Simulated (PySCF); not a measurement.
C6H3NO2.
SMILES with atom numbers: `[N:1]#[C:2][c:3]1[cH:4][cH:5][c:6](=[O:7])[o:8][cH:9]1` (hydrogens: H10 on C4; H11 on C5; H12 on C9)

Computed geometry: GFN2-xTB, gas phase.

Entries marked ? are missing.

```csv
coordinate,value
N1≡C2,1.145 Å
C2–C3,?
C3–C4,1.435 Å
C4–C5,?
C5–C6,1.451 Å
C6=O7,1.199 Å
C6–O8,1.395 Å
O8–C9,?
C3–C9,?
C4–H10,1.080 Å
C5–H11,1.078 Å
C9–H12,1.083 Å
N1–C2–C3,178.8°
C2–C3–C4,120.9°
C2–C3–C9,?
C4–C3–C9,?
C3–C4–C5,119.2°
C4–C5–C6,?
C5–C6–O7,126.8°
C5–C6–O8,115.4°
O7–C6–O8,117.7°
C6–O8–C9,122.1°
C3–C9–O8,123.6°
```

**Question.** Estimate the withheld lengths and angles.

**Answer.** 
- C2–C3 = 1.413 Å, drawn single (nitrile carbon to unsaturated ring carbon); 0.01 Å below the sum of covalent radii, 1.42 Å.
- C4–C5 = 1.348 Å, drawn aromatic (both ends unsaturated ring CH carbon); 0.11 Å below the sum of covalent radii, 1.46 Å.
- O8–C9 = 1.320 Å, drawn aromatic (ring oxygen to unsaturated ring CH carbon); 0.07 Å below the sum of covalent radii, 1.39 Å.
- C3–C9 = 1.361 Å, drawn aromatic (unsaturated ring carbon to unsaturated ring CH carbon); 0.10 Å below the sum of covalent radii, 1.46 Å.
- C2–C3–C9 = 121.3°, at the unsaturated ring carbon; the outer atoms are 2.418 Å apart.
- C4–C3–C9 = 117.8°, at the unsaturated ring carbon, inside a 6-membered ring; the outer atoms are 2.394 Å apart.
- C4–C5–C6 = 121.9°, at the unsaturated ring CH carbon, inside a 6-membered ring; the outer atoms are 2.447 Å apart.

Radii are Cordero's, carbon taken as 0.76, 0.73 or 0.69 Å for four, three, and two or fewer neighbours.

No GFN2-xTB frequencies stand behind this structure, so it isn't proved a minimum.
